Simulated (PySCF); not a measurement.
**Silver: a sound run and one with changed settings**

Sound run: Ag²⁺ [Kr] 4d9, Ag³⁺ [Kr] 4d8. Calculation: PySCF 2.14, in x2c-TZVPall (8s6p6d1f, 63 functions); scalar relativity by spin-free X2C-1e. In the sound run the correlated levels freeze [Kr]. The sound run starts from symmetry-adapted Hartree-Fock orbitals and uses a fine grid where one is needed.

Changed run: basis STO-3G, all-electron and non-relativistic. This setting is unsound on purpose.

```csv
species,method,sound run (hartree),changed run (hartree),converged
Ag²⁺,UHF,-5311.85218,-5145.91010,yes
Ag²⁺,LDA,-5308.76675,-5142.33800,yes
Ag²⁺,MN15,-5317.79604,-5144.13968,yes
Ag²⁺,MP2,-5312.06719,-5145.91045,yes
Ag³⁺,UHF,-5310.64093,-5144.93061,yes
Ag³⁺,LDA,-5307.45861,-5141.30264,yes
Ag³⁺,MN15,-5316.50212,-5143.10964,yes
Ag³⁺,MP2,-5310.80389,-5144.93079,yes
```

Ionisation energy of Ag²⁺:

```json
{"method": "UHF", "sound run (eV)": "32.960", "changed run (eV)": "26.653"}
{"method": "LDA", "sound run (eV)": "35.596", "changed run (eV)": "28.173"}
{"method": "MN15", "sound run (eV)": "35.209", "changed run (eV)": "28.029"}
{"method": "MP2", "sound run (eV)": "34.376", "changed run (eV)": "26.658"}
{"method": "SCS-MP2", "sound run (eV)": "34.271", "changed run (eV)": "26.658"}
```

A minimal basis cannot let orbitals breathe on ionisation and holds almost no correlation. The Hamiltonian changed with the basis, so the totals do not compare.

For comparison, NIST gives 34.8 ± 0.3 eV between the lowest levels.
